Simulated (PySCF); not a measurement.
CH4F2SeSi (SMILES C[Si](F)(F)[SeH]), singlet, at a GFN2-xTB geometry; PySCF with DF-CAMB3LYP/def2-TZVP.

PySCF was given this input:
```python
from pyscf import gto, scf, dft

mol = gto.M(
    atom='''
C    -2.146822   -0.920255    0.330435
Si   -0.732008    0.313173    0.164727
F    -0.670295    1.237639    1.470773
F    -1.032174    1.398299   -0.965677
Se    1.307567   -0.518250   -0.315072
H    -1.992438   -1.588904    1.171976
H    -3.084694   -0.396130    0.488459
H    -2.247908   -1.527693   -0.563727
H     1.319018   -1.453123    0.781095
''',
    basis='def2-tzvp',
    charge=0,
    spin=0,
    verbose=4,
    max_memory=1800,
)

mf = dft.RKS(mol)
mf.xc = 'camb3lyp'
mf = mf.density_fit(auxbasis='def2-universal-jkfit')
mf.kernel()
```

Predict the main parts of the log of this PySCF run.


```
PySCF version 2.14.0

[INPUT] verbose = 4
[INPUT] num. atoms = 9
[INPUT] num. electrons = 76
[INPUT] charge = 0
[INPUT] spin (= nelec alpha-beta = 2S) = 0
[INPUT] symmetry False subgroup None
[INPUT] Mole.unit = angstrom
[INPUT] Symbol           X                Y                Z      unit          X                Y                Z       unit  Magmom
[INPUT]  1 C     -2.146822000000  -0.920255000000   0.330435000000 AA   -4.056905618191  -1.739029914762   0.624431651971 Bohr   0.0
[INPUT]  2 Si    -0.732008000000   0.313173000000   0.164727000000 AA   -1.383294640991   0.591811199608   0.311288915321 Bohr   0.0
[INPUT]  3 F     -0.670295000000   1.237639000000   1.470773000000 AA   -1.266673972665   2.338798751081   2.779358161405 Bohr   0.0
[INPUT]  4 F     -1.032174000000   1.398299000000  -0.965677000000 AA   -1.950526172897   2.642402150253  -1.824865054792 Bohr   0.0
[INPUT]  5 Se     1.307567000000  -0.518250000000  -0.315072000000 AA    2.470943519519  -0.979350564056  -0.595399789519 Bohr   0.0
[INPUT]  6 H     -1.992438000000  -1.588904000000   1.171976000000 AA   -3.765162140176  -3.002593398226   2.214713664563 Bohr   0.0
[INPUT]  7 H     -3.084694000000  -0.396130000000   0.488459000000 AA   -5.829226838089  -0.748577209724   0.923053733079 Bohr   0.0
[INPUT]  8 H     -2.247908000000  -1.527693000000  -0.563727000000 AA   -4.247930473219  -2.886921372415  -1.065289639023 Bohr   0.0
[INPUT]  9 H      1.319018000000  -1.453123000000   0.781095000000 AA    2.492582773372  -2.746004495306   1.476055627267 Bohr   0.0

nuclear repulsion = 449.569153878221
number of shells = 78
number of NR pGTOs = 336
number of NR cGTOs = 202
basis = def2-tzvp
ecp = {}

******** <class 'pyscf.df.df_jk.DFRKS'> ********
method = DFRKS
initial guess = minao
damping factor = 0
level_shift factor = 0
DIIS = <class 'pyscf.scf.diis.CDIIS'>
diis_start_cycle = 1
diis_space = 8
diis_damp = 0
SCF conv_tol = 1e-09
SCF conv_tol_grad = None
SCF max_cycles = 50
direct_scf = False
XC library pyscf.dft.libxc version 7.1.2
    S. Lehtola, C. Steigemann, M. J. T. Oliveira, and M. A. L. Marques,  SoftwareX 7, 1–5 (2018)
XC functionals = camb3lyp
    T. Yanai, D. P. Tew, and N. C. Handy,  Chem. Phys. Lett. 393, 51 (2004)
radial grids:
    Treutler-Ahlrichs [JCP 102, 346 (1995); DOI:10.1063/1.469408] (M4) radial grids

becke partition: Becke, JCP 88, 2547 (1988); DOI:10.1063/1.454033
pruning grids: <function nwchem_prune>
grids dens level: 3
symmetrized grids: False
atomic radii adjust function: <function treutler_atomic_radii_adjust>
small_rho_cutoff = 0
Set gradient conv threshold to 3.16228e-05
Initial guess from minao.
tot grids = 121480
******** <class 'pyscf.df.df.DF'> ********
auxbasis = def2-universal-jkfit
Create RSH-DF object <pyscf.df.df.DF object> for omega=0.33
******** <class 'pyscf.df.df.DF'> ********
auxbasis = auxmol.basis = def2-universal-jkfit
init E= -2931.02408731608
  HOMO = -0.303579213023354  LUMO = -0.00372473247857196  gap/eV = 8.15946
cycle= 1 E= -2931.49555322002  delta_E= -0.471  |g|= 0.845  |ddm|= 2.45
  HOMO = -0.329488093128349  LUMO = 0.0164935448180258  gap/eV = 9.41464
cycle= 2 E= -2931.44532562639  delta_E= 0.0502  |g|= 1.09  |ddm|= 0.869
  HOMO = -0.320875732065395  LUMO = 0.0319926810648039  gap/eV = 9.60204
cycle= 3 E= -2931.60904421664  delta_E= -0.164  |g|= 0.0816  |ddm|= 0.469
  HOMO = -0.325026890032898  LUMO = 0.0339658768225682  gap/eV = 9.76869
cycle= 4 E= -2931.61004888889  delta_E= -0.001  |g|= 0.0216  |ddm|= 0.0605
  HOMO = -0.325764707808019  LUMO = 0.0341662148596755  gap/eV = 9.79422
cycle= 5 E= -2931.61014793044  delta_E= -9.9e-05  |g|= 0.00612  |ddm|= 0.0194
  HOMO = -0.32519306847438  LUMO = 0.0343597659281371  gap/eV = 9.78393
cycle= 6 E= -2931.61015737313  delta_E= -9.44e-06  |g|= 0.00128  |ddm|= 0.00569
  HOMO = -0.325209263486509  LUMO = 0.0343586240353569  gap/eV = 9.78434
cycle= 7 E= -2931.61015781118  delta_E= -4.38e-07  |g|= 0.000482  |ddm|= 0.00165
  HOMO = -0.325231279090937  LUMO = 0.0343304978650977  gap/eV = 9.78417
cycle= 8 E= -2931.61015785923  delta_E= -4.81e-08  |g|= 0.000181  |ddm|= 0.000433
  HOMO = -0.325241129203671  LUMO = 0.0343264221741893  gap/eV = 9.78433
cycle= 9 E= -2931.61015786496  delta_E= -5.72e-09  |g|= 5.01e-05  |ddm|= 0.000149
  HOMO = -0.325240429226035  LUMO = 0.0343295020462436  gap/eV = 9.78440
cycle= 10 E= -2931.61015786566  delta_E= -7.07e-10  |g|= 1.52e-05  |ddm|= 6.92e-05
  HOMO = -0.325238679360553  LUMO = 0.0343295491562252  gap/eV = 9.78435
Extra cycle  E= -2931.61015786569  delta_E= -3e-11  |g|= 1.53e-05  |ddm|= 2.51e-05
converged SCF energy = -2931.61015786569
```
